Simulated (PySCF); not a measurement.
CH$_{3}$Br$_{2}$Ga (SMILES [CH3][Ga]([Br])[Br]), singlet, geometry from GFN2-xTB (such geometries of metal compounds can be far from the true shape), with bond 5-4 at 2.4 times its length; CASSCF(4,6)/STO-3G (PySCF).

PySCF was given this input:
```python
from pyscf import gto, scf, mcscf
import numpy

mol = gto.M(
    atom='''
Ga    0.50383020   -0.14737091    0.31368013
Br   -1.34939815   -1.51822524    0.23151926
Br    0.31476344    1.82131887   -0.87295329
C     2.18499971   -0.64094926    1.35233390
H     3.20161890    1.49979184    2.47358440
H     2.93101782   -1.06369315    0.67455607
H     1.94387178   -1.38141593    2.11802605
''',
    basis='sto-3g',
    verbose=4,
)

mf = scf.RHF(mol)
mf.kernel()
mc = mcscf.CASSCF(mf, 6, 4)
mc.fix_spin_(ss=0.0)
mc.kernel()
occ = numpy.linalg.eigvalsh(mc.fcisolver.make_rdm1(mc.ci, mc.ncas, mc.nelecas))[::-1]
ss = mc.fcisolver.spin_square(mc.ci, mc.ncas, mc.nelecas)[0]
print('natural occupations', occ.round(4), ' <S^2>', round(ss, 4))
```

Output, abridged:

```
PySCF version 2.14.0

[INPUT] verbose = 4
[INPUT] num. atoms = 7
[INPUT] num. electrons = 110
[INPUT] charge = 0
[INPUT] spin (= nelec alpha-beta = 2S) = 0
[INPUT] symmetry False subgroup None
[INPUT] Mole.unit = angstrom
[INPUT] Symbol           X                Y                Z      unit          X                Y                Z       unit  Magmom
[...]
nuclear repulsion = 820.432218627519
number of shells = 30
number of NR pGTOs = 186
number of NR cGTOs = 62
basis = sto-3g
ecp = {}

******** <class 'pyscf.scf.hf.RHF'> ********
method = RHF
initial guess = minao
damping factor = 0
level_shift factor = 0
DIIS = <class 'pyscf.scf.diis.CDIIS'>
diis_start_cycle = 1
diis_space = 8
diis_damp = 0
SCF conv_tol = 1e-09
SCF conv_tol_grad = None
SCF max_cycles = 50
direct_scf = True
direct_scf_tol = 1e-13
Set gradient conv threshold to 3.16228e-05
Initial guess from minao.
init E= -7018.96638687257
[...]
cycle= 1 E= -7028.72822213049  delta_E= -9.76  |g|= 0.586  |ddm|=  3.2
[...]
cycle= 2 E= -7027.39014968867  delta_E= 1.34  |g|= 1.63  |ddm|= 3.42
[...]
cycle= 3 E= -7029.05731884214  delta_E= -1.67  |g|= 0.325  |ddm|= 2.98
[...]
cycle= 4 E= -7029.07048385936  delta_E= -0.0132  |g|= 0.294  |ddm|= 1.17
[...]
cycle= 5 E= -7029.12013096859  delta_E= -0.0496  |g|= 0.143  |ddm|= 0.451
[...]
cycle= 6 E= -7029.13240472963  delta_E= -0.0123  |g|= 0.086  |ddm|= 0.257
[...]
cycle= 7 E= -7029.13855140359  delta_E= -0.00615  |g|= 0.027  |ddm|= 0.255
[...]
cycle= 8 E= -7029.13923648806  delta_E= -0.000685  |g|= 0.00966  |ddm|= 0.0953
[...]
cycle= 9 E= -7029.1393702831  delta_E= -0.000134  |g|= 0.00307  |ddm|= 0.0518
[...]
cycle= 10 E= -7029.13939321094  delta_E= -2.29e-05  |g|= 0.00129  |ddm|= 0.0236
[...]
cycle= 11 E= -7029.13939855845  delta_E= -5.35e-06  |g|= 0.000785  |ddm|= 0.0103
[...]
cycle= 12 E= -7029.13940102607  delta_E= -2.47e-06  |g|= 0.000453  |ddm|= 0.00722
[...]
cycle= 13 E= -7029.13940217746  delta_E= -1.15e-06  |g|= 0.000172  |ddm|= 0.0071
[...]
cycle= 14 E= -7029.13940229408  delta_E= -1.17e-07  |g|= 7.2e-05  |ddm|= 0.00213
[...]
cycle= 15 E= -7029.13940230985  delta_E= -1.58e-08  |g|= 3.38e-05  |ddm|= 0.000731
[...]
cycle= 16 E= -7029.13940231344  delta_E= -3.6e-09  |g|= 1.88e-05  |ddm|= 0.00027
[...]
cycle= 17 E= -7029.13940231464  delta_E= -1.2e-09  |g|= 1.17e-05  |ddm|= 0.000159
[...]
cycle= 18 E= -7029.13940231513  delta_E= -4.93e-10  |g|= 7.62e-06  |ddm|= 0.000108
[...]
Extra cycle  E= -7029.13940231523  delta_E= -9.09e-11  |g|= 6.68e-06  |ddm|= 2.63e-05
converged SCF energy = -7029.13940231523

******** <class 'pyscf.mcscf.mc1step.CASSCF'> ********
CAS (2e+2e, 6o), ncore = 53, nvir = 3
max_cycle_macro = 50
max_cycle_micro = 4
conv_tol = 1e-07
conv_tol_grad = None
orbital rotation max_stepsize = 0.02
orbital rotation threshold for CI restart = 0.01
augmented hessian ah_max_cycle = 30
augmented hessian ah_conv_tol = 1e-12
augmented hessian ah_linear dependence = 1e-14
augmented hessian ah_level shift = 1e-08
augmented hessian ah_start_tol = 2.5
augmented hessian ah_start_cycle = 3
augmented hessian ah_grad_trust_region = 3
kf_trust_region = 3
kf_interval = 4
ci_response_space = 4
ci_grad_trust_region = 3
with_dep4 0
natorb = False
canonicalization = True
sorting_mo_energy = False
ao2mo_level = 2
internal_rotation = False
******** <class 'pyscf.fci.addons.SpinPenaltyFCISolver'> ********
max. cycles = 50
conv_tol = 1e-08
davidson only = True
linear dependence = 1e-12
level shift = 0.001
max iter space = 12
nroots = 1
pspace_size = 400
spin = None
CASCI E = -7029.30176112831  S^2 = 0.0000000
Set conv_tol_grad to 0.000316228
macro iter   1 ( 21 JK    4 micro), CASSCF E = -7029.31706207547  dE = -1.53009472e-02  S^2 = 0.0000000
               |grad[o]|=0.0935  |grad[c]|=0.0257  |ddm|=0.0261  |maxRot[o]|=  0.2
macro iter   2 ( 21 JK    4 micro), CASSCF E = -7029.32011015206  dE = -3.04807660e-03  S^2 = 0.0000000
               |grad[o]|=0.0343  |grad[c]|=0.0208  |ddm|=0.0793  |maxRot[o]|=0.178
[...]
               |grad[o]|=0.0045  |grad[c]|=0.00556  |ddm|=0.00941  |maxRot[o]|=0.00483
macro iter  33 ( 21 JK    4 micro), CASSCF E = -7029.33739319849  dE = -1.34819638e-05  S^2 = 0.0000000
               |grad[o]|=0.00439  |grad[c]|=0.00538  |ddm|=0.00911  |maxRot[o]|=0.00378
macro iter  34 ( 21 JK    4 micro), CASSCF E = -7029.33740291771  dE = -9.71921781e-06  S^2 = 0.0000000
               |grad[o]|=0.00432  |grad[c]|=0.00534  |ddm|=0.00888  |maxRot[o]|=0.00307
macro iter  35 ( 21 JK    4 micro), CASSCF E = -7029.33740978050  dE = -6.86278509e-06  S^2 = 0.0000000
               |grad[o]|=0.00426  |grad[c]|=0.00525  |ddm|=0.00875  |maxRot[o]|=0.00258
macro iter  36 ( 21 JK    4 micro), CASSCF E = -7029.33741501981  dE = -5.23931703e-06  S^2 = 0.0000000
               |grad[o]|=0.00422  |grad[c]|=0.00525  |ddm|=0.00862  |maxRot[o]|=0.00216
macro iter  37 ( 21 JK    4 micro), CASSCF E = -7029.33741890792  dE = -3.88810440e-06  S^2 = 0.0000000
               |grad[o]|=0.00419  |grad[c]|=0.00521  |ddm|=0.00855  |maxRot[o]|=0.00187
macro iter  38 ( 21 JK    4 micro), CASSCF E = -7029.33742199020  dE = -3.08228391e-06  S^2 = 0.0000000
               |grad[o]|=0.00417  |grad[c]|=0.00522  |ddm|=0.00847  |maxRot[o]|=0.00161
macro iter  39 ( 21 JK    4 micro), CASSCF E = -7029.33742434701  dE = -2.35681091e-06  S^2 = 0.0000000
               |grad[o]|=0.00414  |grad[c]|=0.0052  |ddm|=0.00842  |maxRot[o]|=0.00142
macro iter  40 ( 21 JK    4 micro), CASSCF E = -7029.33742625321  dE = -1.90619176e-06  S^2 = 0.0000000
               |grad[o]|=0.00413  |grad[c]|=0.00521  |ddm|=0.00837  |maxRot[o]|=0.00125
macro iter  41 ( 21 JK    4 micro), CASSCF E = -7029.33742776018  dE = -1.50697269e-06  S^2 = 0.0000000
               |grad[o]|=0.00411  |grad[c]|=0.0052  |ddm|=0.00834  |maxRot[o]|=0.00111
macro iter  42 ( 21 JK    4 micro), CASSCF E = -7029.33742897112  dE = -1.21094581e-06  S^2 = 0.0000000
               |grad[o]|=0.0041  |grad[c]|=0.00521  |ddm|=0.0083  |maxRot[o]|=0.000999
macro iter  43 ( 21 JK    4 micro), CASSCF E = -7029.33742997918  dE = -1.00806119e-06  S^2 = 0.0000000
               |grad[o]|=0.00409  |grad[c]|=0.0052  |ddm|=0.00828  |maxRot[o]|=0.000891
macro iter  44 ( 21 JK    4 micro), CASSCF E = -7029.33743076330  dE = -7.84116310e-07  S^2 = 0.0000000
               |grad[o]|=0.00408  |grad[c]|=0.00521  |ddm|=0.00826  |maxRot[o]|=0.000815
macro iter  45 ( 21 JK    4 micro), CASSCF E = -7029.33743144434  dE = -6.81037818e-07  S^2 = 0.0000000
               |grad[o]|=0.00408  |grad[c]|=0.00521  |ddm|=0.00824  |maxRot[o]|=0.00073
macro iter  46 ( 21 JK    4 micro), CASSCF E = -7029.33743198114  dE = -5.36801963e-07  S^2 = 0.0000000
               |grad[o]|=0.00407  |grad[c]|=0.00521  |ddm|=0.00823  |maxRot[o]|=0.00067
macro iter  47 ( 21 JK    4 micro), CASSCF E = -7029.33743242926  dE = -4.48121682e-07  S^2 = 0.0000000
               |grad[o]|=0.00406  |grad[c]|=0.00522  |ddm|=0.00821  |maxRot[o]|=0.00061
macro iter  48 ( 21 JK    4 micro), CASSCF E = -7029.33743279824  dE = -3.68973815e-07  S^2 = 0.0000000
               |grad[o]|=0.00406  |grad[c]|=0.00522  |ddm|=0.0082  |maxRot[o]|=0.000559
macro iter  49 ( 21 JK    4 micro), CASSCF E = -7029.33743310236  dE = -3.04120476e-07  S^2 = 0.0000000
               |grad[o]|=0.00405  |grad[c]|=0.00522  |ddm|=0.00819  |maxRot[o]|=0.000514
macro iter  50 ( 21 JK    4 micro), CASSCF E = -7029.33743335261  dE = -2.50248377e-07  S^2 = 0.0000000
               |grad[o]|=0.00405  |grad[c]|=0.00523  |ddm|=0.00818  |maxRot[o]|=0.000474
1-step CASSCF not converged,  50 macro (1033 JK 199 micro) steps
CASSCF canonicalization
Density matrix diagonal elements [1.9547306  1.30522637 0.63669678 0.05185137 0.04547854 0.00601635]
CASSCF energy = -7029.33743335261
CASCI E = -7029.33743335261  E(CI) = -3.69353665315884  S^2 = 0.0000000
natural occupations [1.9605e+00 1.3037e+00 6.9430e-01 3.8000e-02 2.9000e-03 7.0000e-04]  <S^2> 0.0
```

Convergence was not reached.
